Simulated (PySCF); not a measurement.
HIO, singlet: data card

Level of theory: PySCF, PBE0, basis I def2-TZVP with ECP28, O def2-TZVP, H def2-TZVP (scalar-relativistic core potentials, no spin–orbit coupling, density fitting).

The structure is a minimum.

```xyz
3
charge 0 multiplicity 1, angstrom
I     0.1514    0.0000   -0.1307
O    -1.2930    0.0000    0.9929
H     1.4543    0.0000    0.8873
```

| Quantity | Value |
| --- | --- |
| Point group | Cs |
| Bond lengths | I–H 1.653 Å, I–O 1.830 Å |
| Bond angles | H–I–O 104.1° |
| Rotational symmetry number | 1 |
| Highest occupied level | -6.69 eV |
| Dipole moment | 4.03 D |
| Enthalpy at 298.15 K above 0 K | 10.43 kJ/mol |
| Heat capacity Cp at 298.15 K | 39.6 J/(mol K) |
| Entropy at 298.15 K and 1 bar | 257.8 J/(mol K) |
| Atomisation energy without zero-point energy | 418 kJ/mol |
| Zero-point energy | 21.4 kJ/mol |
| Rotational constants | 6.605, 0.3515, 0.3338 cm⁻¹ |
| Principal quadrupole moments (Buckingham, traceless) about the centre of mass | -6.08, 0.11, 5.97 D Å |
| Principal polarisabilities | 25.1, 31.9, 42.6 bohr³ |
| Lowest empty level | -1.73 eV |

Harmonic modes (masses in u: I 126.904, O 15.995, H 1.008):
```tsv
symmetry	ω (cm⁻¹)	IR (km/mol)	μ (u)	type
a'	722	10.8	1.16	bend
a'	760	25.9	7.75	mixed
a'	2091	47.8	1.02	stretch
```

Charges (e):
```
atom  Mulliken  Löwdin  polar tensor  Mayer order to I1
  I1      0.50    0.62          0.57                  –
  O2     -0.60   -0.63         -0.51               1.53
  H3      0.11    0.01         -0.06               0.88
```

Mulliken populations on I1 (electrons outside its core potential): s 3.90, p 10.24, d 10.30, f 0.06.

Outer orbital energies (eV). occupied: -26.31, -19.97, -12.67, -10.63, -10.17, -7.84, -6.69; empty: -1.73, -1.21, 3.58, 4.18.

Counting electrons, iodine keeps 4 of its valence electrons outside its bonds, so the VSEPR class is AX2E2 and the expected shape is bent; with unlike ligands the computed point group is Cs.

Other isomers or separated fragments may lie lower.

The final relaxation and frequency run took about 50 core-seconds on a shared host.
